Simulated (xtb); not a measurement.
I$_{2}$Pb, charge +1, doublet, geometry from GFN2-xTB (such geometries of metal compounds can be far from the true shape) (a state made from the parent by changing its charge; the spin is typed, not shown lowest), atoms displaced at random by about 0.1 Å a coordinate. Base run: GFN1-xTB in xtb.

The xtb input:
```
$ xtb mol.xyz --gfn 1 --chrg 1 --uhf 1 --opt --json

# file mol.xyz
3

Pb     0.11418707     0.10885549     1.32957683
I      0.85583912    -1.59780799    -1.04622332
I     -0.90747523     1.38524116    -0.93786017
```

The base run was repeated with changes; each row names its change, and settings that it needs were set with it.

```
change               ΔE vs base (kJ/mol)  optimiser steps
-------------------  -------------------  ---------------
base                                0.00                9
opt level = crude                   0.45                6
alpb = water                      -148.8                9
opt level = vtight                  0.00               11
engine = inertial                   0.00                -
opt level = loose                   0.00                9
opt level = extreme                 0.00               11
alpb = cs2                        -149.7                9
opt level = lax                     0.00                9
engine = lbfgs                      0.00                -
```
